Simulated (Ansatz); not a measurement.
CH4ClFGaN, SMILES `C[NH][Ga]([F])[Cl]`. Charge 0, multiplicity 1.

```xyz
9

C    -0.955    0.895    0.292
N     0.377    0.331    0.321
Ga    0.904   -1.177   -0.487
F    -0.277   -2.077   -1.405
Cl    2.872   -1.955   -0.408
H    -0.965    1.895   -0.157
H    -1.389    0.968    1.295
H    -1.614    0.262   -0.305
H     1.049    0.858    0.854
```

Task: List the harmonic frequencies (cm⁻¹, unscaled) at PBE0-D4/def2-TZVP in Ansatz. (An estimate is asked.)

Result: Ansatz gave: 90, 92, 126, 159, 177, 298, 437, 437, 662, 705, 1101, 1139, 1148, 1399, 1462, 1488, 1514, 3020, 3070, 3127, 3644.

Task: Is this a minimum?

Result: Yes, all 21 modes are real.

Task: Give the ideal-gas thermochemistry at 298.15 K and 1 bar (rigid rotor, harmonic oscillator; point group Cs, symmetry number 1).

Result: Zero-point energy 151.3 kJ/mol; H(298) − E = 173.6 kJ/mol; entropy 368.3 J/(mol·K), of which translation 171.7, rotation 116.3, vibration 80.3; G(298) − E = 63.8 kJ/mol. Modes under 100 cm⁻¹ are hindered rotations or soft bends, so the harmonic entropy is rough.

Task: Rotational constants (cm⁻¹)?

Result: 0.1684, 0.05576, 0.04223.
